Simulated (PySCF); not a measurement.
Species: C5H12Si.
Atom-mapped SMILES: `[CH2:1]=[CH:2][CH2:3][SiH2:4][CH2:5][CH3:6]` (hydrogens: H7, H8 on C1; H9 on C2; H10, H11 on C3; H12, H13 on Si4; H14, H15 on C5; H16, H17, H18 on C6)

Level: CAM-B3LYP/def2-SVPD in PySCF, non-relativistic, on one gas-phase PBE0-D3(BJ)/def2-SVP geometry that isn't relaxed in the solvent. The solvent is an IEF-PCM continuum (van der Waals radii × 1.2), and excitations are vertical TDDFT with non-equilibrium linear response and a frozen core. Only the electrostatic response of the medium enters.

Gas-phase singlets (H = HOMO, L = LUMO):

```
state  E (eV)  λ (nm)      f  leading configuration
   S1   6.728     184  0.316                H→L 91%
   S2   6.912     179  0.026              H→L+1 70%
   S3   7.419     167  0.004              H→L+3 66%
   S4   7.573     164  0.062              H→L+2 53%
   S5   7.709     161  0.010              H→L+5 24%
```

Q: What are the lowest 5 singlets in chloroform (ε = 4.711)?

A: 
```json
{"state": "S1", "E (eV)": "6.579", "λ (nm)": "188", "f": "0.440", "leading configuration": "H→L 92%", "change by rank (eV)": "-0.149"}
{"state": "S2", "E (eV)": "6.933", "λ (nm)": "179", "f": "0.016", "leading configuration": "H→L+1 66%", "change by rank (eV)": "+0.021"}
{"state": "S3", "E (eV)": "7.497", "λ (nm)": "165", "f": "0.016", "leading configuration": "H→L+3 60%", "change by rank (eV)": "+0.078"}
{"state": "S4", "E (eV)": "7.610", "λ (nm)": "163", "f": "0.065", "leading configuration": "H→L+2 48%", "change by rank (eV)": "+0.037"}
{"state": "S5", "E (eV)": "7.721", "λ (nm)": "161", "f": "0.019", "leading configuration": "H→L+5 24%", "change by rank (eV)": "+0.012"}
```

Q: The ground-state energy changes by -0.054 eV from gas to chloroform. By how much does the total energy of gas-phase S1 change?

A: E(S1) = E(S0) + excitation energy, so it changes by -0.054 − 0.149 = -0.203 eV: it is lowered more than the ground state, which is what a red shift means. This is the vertical state, with the slow part of the continuum still set for S0.

Q: How do the frontier levels move from gas to chloroform?

A: 
| orbital | gas (eV) | solvent (eV) | change (eV) | Löwdin shares, gas | Löwdin shares, solvent |
| --- | --- | --- | --- | --- | --- |
| LUMO+2 | 1.72 | 1.83 | +0.11 | Si4 18 %, C5 11 %, C3 10 %, H14 10 % | Si4 18 %, C3 11 %, C5 10 %, H14 10 % |
| LUMO+1 | 1.35 | 1.47 | +0.12 | C6 17 %, Si4 12 %, C1 10 %, H18 7 % | C6 16 %, Si4 14 %, C1 10 %, H18 7 % |
| LUMO | 1.14 | 1.21 | +0.07 | C1 25 %, C2 24 %, Si4 13 %, C3 8 % | C1 25 %, C2 24 %, Si4 12 %, C3 7 % |
| HOMO | -8.39 | -8.32 | +0.07 | C1 33 %, C2 27 %, C3 14 %, Si4 8 % | C1 33 %, C2 27 %, C3 15 %, Si4 8 % |
| HOMO-1 | -9.74 | -9.63 | +0.11 | C5 33 %, Si4 22 %, C6 12 %, H18 7 % | C5 33 %, Si4 22 %, C6 12 %, H18 7 % |
| HOMO-2 | -10.51 | -10.44 | +0.07 | Si4 32 %, H12 22 %, H13 19 %, C3 6 % | Si4 32 %, H12 22 %, H13 19 %, C3 6 % |
| HOMO-3 | -10.74 | -10.63 | +0.11 | C3 22 %, Si4 13 %, C2 13 %, C5 11 % | C3 21 %, Si4 13 %, C2 12 %, C5 12 % |

The HOMO–LUMO gap goes from 9.53 to 9.53 eV.

The values belong to the conformer `[CH2:1]=[CH:2][CH2:3][SiH2:4][CH2:5][CH3:6]`: C1–C2–C3–Si4 105°, C2–C3–Si4–C5 -59°, C3–Si4–C5–C6 -59°.
